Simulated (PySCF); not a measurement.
LC-wPBE single point of singlet AuH5 at its PBE0 minimum.

An equivalent PySCF input for this run (the driver started from the density of an earlier step):

```python
from pyscf import gto, scf, dft
mol = gto.M(atom='''
Au    -0.008110    -0.000301    -0.003930
H      1.548999     0.465387     0.826463
H      1.633019    -0.347330     0.715287
H     -0.276762     1.599249     0.165550
H     -1.392564    -0.051666    -0.674724
H      0.054755    -1.607486    -0.273117''',
    basis={'Au': 'def2-TZVP', 'H': 'def2-TZVP'},
    ecp={'Au': 'def2-TZVP'},
    charge=0, spin=0)
mf = dft.RKS(mol, xc='LC_WPBE')
mf.grids.atom_grid = (75, 302)
aux = {'Au': 'def2-universal-JKFIT', 'H': 'def2-universal-JKFIT'}
mf = mf.density_fit(auxbasis=aux)
mf.conv_tol = 1e-08
mf.diis_space = 10
mf.max_cycle = 60
mf.verbose = 4
mf.kernel()
```

Excerpt of the output:

```
init E= -138.686588323941
  HOMO = -0.381607505504705  LUMO = 0.0394763917391363  gap/eV = 11.45828
cycle= 1 E= -138.688444240623  delta_E= -0.00186  |g|= 0.0167  |ddm|= 0.134
  HOMO = -0.382332711552797  LUMO = 0.0391653252061492  gap/eV = 11.46955
cycle= 2 E= -138.688557093254  delta_E= -0.000113  |g|= 0.00937  |ddm|= 0.0309
  HOMO = -0.381993180726406  LUMO = 0.0395254057807794  gap/eV = 11.47010
cycle= 3 E= -138.688575148825  delta_E= -1.81e-05  |g|= 0.00467  |ddm|= 0.0106
  HOMO = -0.382287369154018  LUMO = 0.039446168228006  gap/eV = 11.47595
cycle= 4 E= -138.688580400789  delta_E= -5.25e-06  |g|= 0.00104  |ddm|= 0.00635
  HOMO = -0.382246973030125  LUMO = 0.039472566495275  gap/eV = 11.47557
cycle= 5 E= -138.688580618196  delta_E= -2.17e-07  |g|= 0.000171  |ddm|= 0.0008
  HOMO = -0.382241821617253  LUMO = 0.0394752242226331  gap/eV = 11.47551
cycle= 6 E= -138.688580642053  delta_E= -2.39e-08  |g|= 2.59e-05  |ddm|= 0.000511
  HOMO = -0.382241109047177  LUMO = 0.0394759071592178  gap/eV = 11.47550
cycle= 7 E= -138.688580642551  delta_E= -4.98e-10  |g|= 5.22e-06  |ddm|= 7.77e-05
  HOMO = -0.382241150121796  LUMO = 0.0394756661270883  gap/eV = 11.47550
Extra cycle  E= -138.68858064257  delta_E= -1.87e-11  |g|= 3.28e-06  |ddm|= 1.39e-05
converged SCF energy = -138.68858064257
```

Spin–orbit coupling, left out here, can matter for elements this heavy.

This run, together with those of the ionised and electron-attached species (not shown), took 3.6 s on 2 threads of a shared Arm Neoverse V2 host, with 70 basis functions; the process peaked at 0.96 GiB.
